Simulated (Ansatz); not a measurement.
Species: GaI, net charge 0, singlet state. 
Structure (B3LYP-D3(BJ)/def2-TZVP (Ansatz, an electronic-structure program) minimum search):
```
Ga
I 1 2.6178
```

Computed values are from Ansatz. Cores are frozen in the correlated levels unless marked. Open shells are spin-unrestricted. Spin-orbit coupling is left out. The frozen core is the preceding noble-gas configuration, with the filled d and f shells of earlier blocks. Past Kr the def2 sets carry scalar-relativistic core potentials. Basis-set limits of correlation are two-point, X^-3; Hartree-Fock from the larger set.

What is the vertical ionisation energy (to the doublet) at CCSD(T)/CBS(def2-TZVPPD,def2-QZVPPD)?

9.11 eV.

What is the atomisation energy De at CCSD(T)/CBS(def2-TZVPPD,def2-QZVPPD)?

365.8 kJ/mol.

What is the dipole moment at CCSD(T)/def2-SVPD?

2.50 D.

What is the T1 diagnostic at CCSD/def2-QZVPPD?

0.013.

What is the total energy at CCSD(T)/CBS(def2-TZVPPD,def2-QZVPPD)?

-2220.2800 Eh.
